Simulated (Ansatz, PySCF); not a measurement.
This Ansatz (a program for electronic structure) input computes a PBE/def2-TZVPD energy:

Ansatz 0.2 input:
```yaml
crystal:
  periodic: [false, false, false]
  atoms:
    - {symbol: Tl, position_ang: [-0.00000000, -0.00000000, -0.45908937]}
    - {symbol: Cl, position_ang: [0.00000000, 0.00000000, 2.18742580]}
basis:
  gaussian:
    orbitals: def2-TZVPD
hamiltonian:
  xc: {name: PBE}
total_charge: 1
magnetization: {spin_polarized: true, initial_magnetization: 1}
output: {forces: true}
```

Write an input for the same energy in PySCF and say what it gives.


```python
from pyscf import gto, scf, dft

mol = gto.M(
    atom='''
    Tl   -0.00000000   -0.00000000   -0.45908937
    Cl    0.00000000    0.00000000    2.18742580
    ''',
    basis='def2-tzvpd',
    ecp='def2-tzvp',
    charge=1,
    spin=1,
    symmetry='C2v',
    verbose=4,
)

mf = dft.UKS(mol, xc='pbe').density_fit(auxbasis='def2-universal-jkfit')
mf.grids.level = 3
mf.conv_tol = 1e-9
mf.max_cycle = 100
mf.max_memory = 1500
mf.kernel()
if not mf.converged:
    mf = mf.newton()
    mf.kernel(mf.make_rdm1())
mf.analyze()
```
It gives -632.30292 Eh, and Ansatz -632.30291 Eh, a difference of 0.01 mEh.
